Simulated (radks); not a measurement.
Results of a calculation; reference values are marked as such.
Task: Excited configurations of K: one electron is placed in a higher orbital outside [Ar]. The ground configuration is [Ar] 4s1. Level of theory: non-relativistic Kohn-Sham, r2SCAN, spin-unpolarised, spherical densities, point nucleus; meta-GGA in the generalised Kohn-Sham scheme (a radial shooting solver on a logarithmic mesh with Libxc functionals). Excitation = E - E(ground); binding = E(ion) - E, where the ion is the core of charge +1; n* = 1/sqrt(2 binding) in atomic units, and the quantum defect is n - n*.

outer orbital  excitation (eV)  binding (eV)     n*  quantum defect  eigenvalue (eV)  <r> (bohr)
5s                       2.219         1.746  2.792           2.208           -1.050       11.98
5d                       3.222         0.743  4.278           0.722           -0.419       25.90

Estimate the row for 3d.

Result: excitation (eV) 2.360; binding (eV) 1.605; n* 2.911; quantum defect 0.089; eigenvalue (eV) -0.583; <r> (bohr) 9.185. The Delta-SCF ionisation energy is 3.965 eV (NIST Atomic Spectra Database: 4.341 eV, measured). Self-interaction in the functional shifts the binding energies and quantum defects, so they are the method's values and not measured ones. Spin polarisation and multiplet splitting are left out, so open shells lie too high by an amount that depends on their filling.

Beside tabulated values, note that spin-unpolarised runs miss the spin-polarisation part of the exchange energy of open shells.
